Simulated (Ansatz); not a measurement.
C2H5BOSi. Total charge 0; spin multiplicity 1. The bonds changed during the relaxation, so this is another structure than the one it started from. The geometry is a stationary point of PBE0-D4/def2-TZVP.

```xyz
10

O     0.261   -1.147    2.559
C     0.068   -1.044    1.437
B    -0.127   -0.904   -0.012
C    -0.966    0.361   -0.587
Si    0.796    0.852   -0.388
H     0.192   -1.866   -0.646
H    -1.355    0.197   -1.586
H    -1.689    0.841    0.066
H     1.119    1.788    0.711
H     1.700    0.922   -1.554
```

What is the dipole moment at ωB97M-V/def2-TZVPP? (Best estimate.)

Computed: 0.74 D, with components (-0.01, 0.71, -0.20) D in this frame, pointing from negative to positive charge.

And with PBE, r2SCAN, B3LYP? (An estimate is asked.)

The calculation gave: PBE 0.76 D, r2SCAN 0.81 D, B3LYP 0.81 D.

Give the Mulliken charges with ωB97M-V, r2SCAN, B3LYP in def2-TZVPP. (An estimate is asked.)

Ansatz gave: 
| atom | ωB97M-V | r2SCAN | B3LYP |
| --- | --- | --- | --- |
| O1 | -0.09 | -0.10 | -0.08 |
| C2 | 0.31 | 0.27 | 0.28 |
| B3 | -0.28 | -0.14 | -0.17 |
| C4 | -0.39 | -0.31 | -0.34 |
| Si5 | 0.11 | 0.19 | 0.15 |
| H6 | 0.10 | 0.03 | 0.04 |
| H7 | 0.13 | 0.09 | 0.11 |
| H8 | 0.12 | 0.09 | 0.11 |
| H9 | -0.01 | -0.05 | -0.05 |
| H10 | -0.01 | -0.06 | -0.05 |

B3LYP here is the variant with VWN-RPA as its local correlation; programs differ in this.
